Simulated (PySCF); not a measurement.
Molfile (atoms numbered from 1):
```
C4H12AlF2N
     RDKit          3D

 20 19  0  0  0  0  0  0  0  0999 V2000
   -1.3832   -0.1474    0.6747 C   0  0  0  0  0  0  0  0  0  0  0  0
   -0.5111    0.1887   -0.4621 N   0  0  0  0  0  0  0  0  0  0  0  0
   -0.0174    1.5691   -0.3396 C   0  0  0  0  0  0  0  0  0  0  0  0
   -1.2379    0.0195   -1.7273 C   0  0  0  0  0  0  0  0  0  0  0  0
    1.0929   -1.1005   -0.4943 Al  0  0  0  0  0  4  0  0  0  0  0  0
    1.9976   -0.7196    1.2877 C   0  0  0  0  0  0  0  0  0  0  0  0
    2.4130    0.5959    1.3773 F   0  0  0  0  0  0  0  0  0  0  0  0
    1.1405   -0.9154    2.3565 F   0  0  0  0  0  0  0  0  0  0  0  0
   -1.7428   -1.1790    0.5616 H   0  0  0  0  0  0  0  0  0  0  0  0
   -0.8113   -0.0805    1.6084 H   0  0  0  0  0  0  0  0  0  0  0  0
   -2.2476    0.5380    0.7127 H   0  0  0  0  0  0  0  0  0  0  0  0
    0.6482    1.7925   -1.1846 H   0  0  0  0  0  0  0  0  0  0  0  0
   -0.8601    2.2820   -0.3405 H   0  0  0  0  0  0  0  0  0  0  0  0
    0.5591    1.6732    0.5880 H   0  0  0  0  0  0  0  0  0  0  0  0
   -1.5745   -1.0222   -1.8200 H   0  0  0  0  0  0  0  0  0  0  0  0
   -2.1140    0.6902   -1.7645 H   0  0  0  0  0  0  0  0  0  0  0  0
   -0.5692    0.2494   -2.5681 H   0  0  0  0  0  0  0  0  0  0  0  0
    0.3545   -2.5224   -0.5651 H   0  0  0  0  0  0  0  0  0  0  0  0
    1.9027   -0.5610   -1.7685 H   0  0  0  0  0  0  0  0  0  0  0  0
    2.8936   -1.3309    1.5128 H   0  0  0  0  0  0  0  0  0  0  0  0
  1  2  1  0
  2  3  1  0
  2  4  1  0
  2  5  1  0
  5  6  1  0
  6  7  1  0
  6  8  1  0
  1  9  1  0
  1 10  1  0
  1 11  1  0
  3 12  1  0
  3 13  1  0
  3 14  1  0
  4 15  1  0
  4 16  1  0
  4 17  1  0
  5 18  1  0
  5 19  1  0
  6 20  1  0
M  CHG  2   2   1   5  -1
M  END
```

Level of theory: PBE0-D3(BJ)/def2-SVP structure, NMR shieldings at KT2/pcSseg-1/GIAO, in PySCF 2.14.0 with density-fitted response routines (one computed conformer, equivalent nuclei averaged, no solvent, no relativistic terms).

Chemical shifts δ = σref − σ; TMS for ¹³C (σ = 183.22 ppm) and ¹H (σ = 31.18 ppm); NH3 for ¹⁵N (σ = 264.30 ppm); ²⁷Al (σ = 497.73 ppm) vs AlH4-; CFCl3 for ¹⁹F (σ = 138.57 ppm), all at this level.

```csv
atoms,nucleus,count,δ (ppm)
F7/F8,¹⁹F,2,?
H9/H10/H11/H12/H13/H14/H15/H16/H17,¹H,9,2.55
H18/H19,¹H,2,4.01
C6,¹³C,1,137.0
C1/C3/C4,¹³C,3,49.4
H20,¹H,1,6.59
Al5,²⁷Al,1,79.5
N2,¹⁵N,1,?
```

Complete the table.

## Answers


- N2: 52.3 ppm, donor nitrogen of a Lewis adduct
- F7/F8: -163.0 ppm, fluorine of a CF2 group

Hydrides on Al or Ga are broadened by the quadrupolar metal nucleus. Shifts are as computed. Against solution values, carbons near 30 ppm lie about +2 ppm off and those near 130 ppm about -5 ppm. Of 1309 compounds with measured shifts, 239 miss one by over three times the rms of a fit or turn the order of signals round; such compounds aren't used in these exercises. Unscaled 19F shifts against computed CFCl3 carry errors that often reach 10 to 50 ppm. Experimental scales use liquid or dissolved standards, which lie at an offset from isolated NH3 (liquid NH3: subtract about 20 ppm).
